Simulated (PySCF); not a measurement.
Computed shifts of a molecule CH5BOS, B3LYP/pcSseg-1 (PySCF), GIAO, gas phase, equivalent atoms averaged, in ppm (number of nuclei): ¹³C: 6.2 (1). ¹H: 4.86 (1), 2.47 (1), 0.75 (3). References: ¹¹B against BF3 (σ = 86.3 ppm); ¹³C against TMS (σ = 181.3 ppm); ¹H against TMS (σ = 31.68 ppm); ¹⁷O against H2O (σ = 333.8 ppm); ³³S against H2S (σ = 695.8 ppm), references at their B3LYP-D3(BJ)/def2-TZVP geometries, non-relativistic. The structure is a stationary point at B3LYP-D3(BJ)/def2-SVP. The values are those of a single conformer.

Question: Which structure fits?
(A) CSBO
(B) COBS
(C) CB(O)S

Answer: C, CB(O)S
